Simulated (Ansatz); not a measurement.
Computed with Ansatz on PBE0-D4/def2-TZVP structures; ΔE is electronic, products minus reactants. CCSD(T)/CBS is the MP2 limit (def2-TZVPP, def2-QZVPP) plus CCSD(T) − MP2 in def2-TZVPP, frozen cores. This one scheme is used for every species. Elements past krypton have def2 core potentials. For In, Se outer-core shells are correlated without core-valence functions, which leaves a few kJ/mol of doubt a bond. Scalar relativity is left out up to krypton. Each species was taken in one conformer, which may not be the lowest.

`[SeH][InH2]` + `N=CCl` → `N=C(Cl)[SeH]` + `[InH3]`  (formal exchange of groups at the Se–In bond)

`[SeH][InH2]`:

```xyz
5

Se    1.682    0.412    0.514
In   -0.736   -0.169    0.191
H     1.947    0.437   -0.930
H    -1.276   -0.339   -1.425
H    -1.617   -0.340    1.649
```

`N=CCl`:

```xyz
5

N    -0.258   -0.231    0.929
C     0.131    0.007   -0.232
Cl    1.539   -0.764   -0.874
H    -1.097    0.307    1.141
H    -0.315    0.681   -0.964
```

`N=C(Cl)[SeH]`:

Z-matrix (Å, degrees):
```
C
Cl 1 1.735
Se 1 1.918 2 114.9
N 1 1.247 2 119.3 3 180.0
H 3 1.465 1 95.7 2 -0.3
H 4 1.017 1 113.2 2 180.0
```

`[InH3]`:

Cartesian coordinates in Å:
```
In 0.000 0.000 0.000
H -0.599 1.403 -0.803
H -1.064 -1.308 0.358
H 1.663 -0.095 0.444
```

| species | CCSD(T)/CBS(def2) energy (Eh) |
| --- | --- |
| `[SeH][InH2]` | -2592.33228 |
| `N=CCl` | -553.70684 |
| `N=C(Cl)[SeH]` | -2954.40837 |
| `[InH3]` | -191.56739 |

Question: Work out ΔE.

Answer: ΔE = (-2954.40837) + (-191.56739) − (-2592.33228) − (-553.70684) = 0.06336 Eh = +166.4 kJ/mol.

Largest T1 diagnostic among the species: 0.014.

From BLYP to BHLYP (50 % exact exchange), in def2-TZVPP and without D4, ΔE moves by +13.7 kJ/mol. Leaving LDA and LC-ωPBE aside and taking each functional with its dispersion term where it has one, the values, not all of them listed here, spread over 25.4 kJ/mol, from revPBE-D4 to BHLYP-D4. LDA lies −8.4 kJ/mol from PBE without D4. In def2-TZVPP, CCSD(T) changes the Hartree–Fock value by −23.5 kJ/mol (the triples alone add −4.3 kJ/mol) and MP2 by −23.8 kJ/mol.
